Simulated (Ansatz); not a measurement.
Consider the hydrogenolysis of a Ga–C bond: `C[C](C)(C)[Ga]([F])[Cl]` + H₂ → `[F][GaH][Cl]` + `CC(C)C`.

Computed with Ansatz on PBE0-D4/def2-TZVP structures; ΔE is electronic, products minus reactants. CCSD(T)/CBS is the MP2 limit (def2-TZVPP, def2-QZVPP) plus CCSD(T) − MP2 in def2-TZVPP, frozen cores. This one scheme is used for every species. DFT in def2-TZVPP. B3LYP here is the variant with VWN-RPA as its local correlation; programs differ in this. HSE06 is defined as in plane-wave codes. For Ga outer-core shells are correlated without core-valence functions, which leaves a few kJ/mol of doubt a bond. Scalar relativity is left out up to krypton.

`C[C](C)(C)[Ga]([F])[Cl]`:

Z-matrix (Å, degrees):
```
C
C 1 1.526
H 1 1.093 2 112.3
H 1 1.098 2 109.3 3 -118.8
H 1 1.093 2 112.2 3 122.0
C 2 1.522 1 110.7 3 56.5
C 2 1.527 1 109.8 3 178.7
Ga 2 1.979 1 108.1 3 -64.1
H 6 1.097 2 109.5 1 61.2
H 6 1.093 2 112.2 1 -58.1
H 6 1.093 2 112.2 1 -179.4
H 7 1.094 2 112.3 1 -179.2
H 7 1.098 2 109.3 1 -60.4
H 7 1.093 2 112.2 1 58.6
F 8 1.756 2 120.6 1 -53.2
Cl 8 2.140 2 127.3 1 127.5
```

H₂:

```xyz
2

H     0.314   -0.192   -0.061
H    -0.314    0.192    0.061
```

`[F][GaH][Cl]`:

```xyz
4

F    -0.273    0.971    1.397
Ga   -0.132   -0.086    0.017
Cl    1.613    0.264   -1.138
H    -1.208   -1.150   -0.276
```

`CC(C)C`:

Cartesian coordinates in Å:
```
C 0.542 -1.302 -0.333
C 0.095 -0.041 0.391
C -1.413 0.140 0.290
C 0.827 1.182 -0.143
H 1.620 -1.455 -0.239
H 0.040 -2.189 0.064
H 0.306 -1.238 -1.400
H 0.351 -0.151 1.453
H -1.718 0.254 -0.755
H -1.745 1.029 0.832
H -1.947 -0.722 0.699
H 0.532 2.088 0.392
H 0.600 1.334 -1.203
H 1.910 1.071 -0.048
```

Task: Is it downhill or uphill in electronic energy at CCSD(T)/CBS, and by how much? (Estimate.)

Result: Computed: Downhill: ΔE = -27.0 kJ/mol.

Task: What do these levels give: B3LYP-D4, r2SCANh-D4, CAM-B3LYP-D4, BLYP, HSE06, BHLYP? (Best estimate.)

Result: The calculation gave: B3LYP-D4 -33.2, r2SCANh-D4 -35.7, CAM-B3LYP-D4 -42.5, BLYP -48.5, HSE06 -46.4, BHLYP -60.6 kJ/mol.

Largest T1 diagnostic among the species: 0.013.

At CCSD(T), def2-SVP lies −15.1 kJ/mol from the extrapolated value and def2-TZVPP −5.4 kJ/mol. In def2-TZVPP, CCSD(T) changes the Hartree–Fock value by +46.9 kJ/mol (the triples alone add +8.3 kJ/mol) and MP2 by +56.5 kJ/mol.
